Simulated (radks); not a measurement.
Question: The tantalum ion Ta+, configuration [Xe] 4f14 5d3 6s1. All-electron calculation, Dirac Kohn-Sham, Slater X-alpha with alpha = 0.817, spin-unpolarised, spherical densities, finite nucleus; open shells fill j = l - 1/2 first; Fermi nuclear charge, rms radius 5.3507 fm. Program: a radial shooting solver on a logarithmic mesh with Libxc functionals. Some entries of the table are withheld. Estimate them.

| orbital | occ. | eigenvalue (hartree) | r(max) (bohr) |
|---|---|---|---|
| 1s1/2 | 2 | -2475.725 | 0.01168 |
| 2s1/2 | 2 | -426.2094 | 0.06701 |
| 2p1/2 | 2 | (1) | 0.04984 |
| 2p3/2 | 4 | (2) | 0.05658 |
| 3s1/2 | 2 | -98.03341 | 0.1887 |
| 3p1/2 | 2 | -89.78266 | 0.1766 |
| 3p3/2 | 4 | -79.66657 | 0.1905 |
| 3d3/2 | 4 | -65.60575 | 0.1492 |
| 3d5/2 | 6 | -63.39382 | 0.1530 |
| 4s1/2 | 2 | -20.26536 | (3) |
| 4p1/2 | 2 | -16.84229 | 0.4281 |
| 4p3/2 | 4 | -14.50310 | 0.4574 |
| 4d3/2 | 4 | -8.84014 | 0.4545 |
| 4d5/2 | 6 | -8.40820 | 0.4638 |
| 5s1/2 | 2 | -2.99968 | 0.9839 |
| 5p1/2 | 2 | -1.99659 | (4) |
| 5p3/2 | 4 | -1.66541 | (5) |
| 4f5/2 | 6 | -1.33335 | 0.4349 |
| 4f7/2 | 8 | -1.25785 | 0.4400 |
| 6s1/2 | 1 | -0.43291 | 2.628 |
| 5d3/2 | 3 | -0.41964 | 1.518 |
| 5d5/2 | 0 | -0.39444 | 1.567 |

Answer: 
(1) 2p1/2 eigenvalue (hartree): -407.8521
(2) 2p3/2 eigenvalue (hartree): -360.9596
(3) 4s1/2 r(max) (bohr): 0.4284
(4) 5p1/2 r(max) (bohr): 1.058
(5) 5p3/2 r(max) (bohr): 1.143
